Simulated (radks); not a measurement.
Results of a calculation; reference values are marked as such.
Mean orbital radii <r> (bohr) of the tellurium ion Te2+, [Kr] 4d10 5s2 5p2, at several levels of relativity; Dirac values are averaged over j with weights 2j + 1. Spin-unpolarised spherical Kohn-Sham, PBE, point nucleus unless stated (finite: rms radius 4.7423 fm), a radial shooting solver on a logarithmic mesh with Libxc functionals. A level marked "c x" has the speed of light scaled by that factor and shares open shells by 2j + 1; other Dirac levels either fill j = l - 1/2 first or share by 2j + 1.

shell,non-rel.,"scalar-rel., finite nucleus","Dirac, low j first","Dirac, 2j+1 shares, finite nucleus","change of magnitude, last against first (%)"
1s,0.02924,0.02781,0.02781,0.02781,-4.88
2s,0.1260,0.1199,0.1194,0.1194,-5.23
2p,0.1074,0.1048,0.1045,0.1045,-2.64
3s,0.3357,0.3221,0.3218,0.3218,-4.14
3p,0.3263,0.3202,0.3198,0.3198,-1.98
3d,0.2970,0.2968,0.2968,0.2968,-0.05
4s,0.7945,0.7645,0.7645,0.7645,-3.77
4p,0.8334,0.8207,0.8204,0.8203,-1.58
4d,0.9607,0.9679,0.9688,0.9683,+0.79
5s,2.049,1.975,1.979,1.976,-3.56
5p,2.364,2.342,2.348,2.341,-0.96
6s (empty),4.643,4.532,4.546,4.534,-2.36
